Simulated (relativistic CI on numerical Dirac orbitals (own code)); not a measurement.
# Zr⁺: calculation against measurement

Calculated at this level of theory: Dirac-Coulomb-Breit CI, separate exchange-only KLI orbitals for each configuration, a model potential for QED, valence Slater integrals scaled by 0.85, P86 correlation energy added to each configuration (own radial code, finite nucleus).

Configuration list (outside the closed core [Kr]): 4d²5s, 4d³, 4d²5p, 4d5s5p, 4d5s², 4d²5d, 5s5p², 5s²5p, 4d²5f, 4d²5g, 4d5s4f, 4d5p², 4d²6s, 4d5s6p, 4d²6p, 4d5s6s, 4d5s7s, 4d²4f, 4d²7s, 4d5s6d, 4d²6d, 4d5s5d, 4d5s7p, 4d²7p, 5s²5d, 4d5s5f, 4d5s5g, 5s5p5f, 5s6s², 5s5p5g, 4d5s8s, 4d5p5f, 4d6s², 4d5p5g, 4d²8s, 4d5p5d. Levels of other configurations are missing.

```tsv
Configuration	Term (tabulated)	J	Measured (cm⁻¹)	Computed	Error	Purity (%)
4d²5s	a 4F	3/2	0.0	0	0	99
4d²5s	a 4F	5/2	314.7	265	-50	99
4d²5s	a 4F	7/2	763.4	640	-123	99
4d²5s	a 4F	9/2	1322.7	1114	-208	99
4d³	b 4F	3/2	2572.4	1634	-939	99
4d³	b 4F	5/2	2895.1	1874	-1021	99
4d³	b 4F	7/2	3299.7	2190	-1110	99
4d³	b 4F	9/2	3757.7	2568	-1190	99
4d²5s	a 2F	5/2	5752.9	5855	102	84
4d²5s	a 2F	7/2	6467.5	6482	15	88
4d²5p	z 4G°	5/2	27983.9	26953	-1031	76
4d²5p	z 4G°	7/2	28908.9	27701	-1208	92
4d²5p	z 4F°	3/2	29777.6	28598	-1179	57
4d²5p	z 4G°	9/2	29839.8	28479	-1361	99
4d²5p	z 4F°	5/2	30551.5	29138	-1414	82
4d²5p	z 2F°	7/2	30561.8	29343	-1219	78
4d²5p	z 4G°	11/2	30795.6	29301	-1495	100
4d²5p	z 4F°	7/2	31249.3	29715	-1534	86
4d²5p	z 4F°	9/2	31866.5	30262	-1605	90
4d²5p	z 2G°	7/2	34485.3	33729	-757	97
4d²5p	z 2G°	9/2	35185.4	34338	-848	97
4d5s5p	y 4F°	5/2	36868.9	35457	-1412	80
4d5s5p	y 4F°	9/2	38644.1	36969	-1676	92
```

Measured levels from NIST Handbook of Basic Atomic Spectroscopic Data (Sansonetti and Martin, J. Phys. Chem. Ref. Data 34, 1559 (2005)); pairs were made by configuration, J and term (by order where the table uses no LS term), so strongly mixed levels may be paired wrongly.

Mean error by configuration (cm⁻¹): 4d²5s -53; 4d³ -1065; 4d²5p -1241; 4d5s5p -1544. Over the excited levels the mean absolute error is 977 cm⁻¹ (22 of the 29 excited levels that our extract of the source holds in range could be paired, and the others can miss by more), and the median relative error of those above 1,000 cm⁻¹ is 4.4 %. Some levels of the ground configuration have no partner.
